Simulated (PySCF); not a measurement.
# Radial density of Tc (technetium, neutral)

UHF, [Kr] 4d5 5s2, high-spin 6S determinant. Computed with PySCF 2.14 in x2c-TZVPall (8s6p6d1f, 63 functions), with scalar relativity by spin-free X2C-1e.

```json
{"r (bohr)": "0.0368", "4πr²ρ (e/bohr)": "48.91", "4πr²(ρα − ρβ)": "-0.0045"}
{"r (bohr)": "0.0620", "4πr²ρ (e/bohr)": "50.01", "4πr²(ρα − ρβ)": "0.0033"}
{"r (bohr)": "0.104", "4πr²ρ (e/bohr)": "67.84", "4πr²(ρα − ρβ)": "0.1212"}
{"r (bohr)": "0.175", "4πr²ρ (e/bohr)": "47.20", "4πr²(ρα − ρβ)": "0.5277"}
{"r (bohr)": "0.295", "4πr²ρ (e/bohr)": "50.84", "4πr²(ρα − ρβ)": "0.6707"}
{"r (bohr)": "0.496", "4πr²ρ (e/bohr)": "30.98", "4πr²(ρα − ρβ)": "-0.0124"}
{"r (bohr)": "0.834", "4πr²ρ (e/bohr)": "12.32", "4πr²(ρα − ρβ)": "1.6804"}
{"r (bohr)": "1.40", "4πr²ρ (e/bohr)": "8.683", "4πr²(ρα − ρβ)": "3.4241"}
{"r (bohr)": "2.36", "4πr²ρ (e/bohr)": "2.076", "4πr²(ρα − ρβ)": "1.2904"}
{"r (bohr)": "3.97", "4πr²ρ (e/bohr)": "0.5694", "4πr²(ρα − ρβ)": "0.0673"}
{"r (bohr)": "6.68", "4πr²ρ (e/bohr)": "0.06331", "4πr²(ρα − ρβ)": "-0.0292"}
{"r (bohr)": "11.2", "4πr²ρ (e/bohr)": "0.0002452", "4πr²(ρα − ρβ)": "-0.0002"}
```

Densities and radii are taken from the X2C orbitals without a picture-change correction, which distorts them close to the nucleus.

Problem. Where is the radial spin density 4πr²(ρα − ρβ) most negative, and why is it negative at all?

Solution. Around r = 6.68 bohr, down to -0.0292 e/bohr: exchange with the open shell polarises the paired shells in an unrestricted calculation.
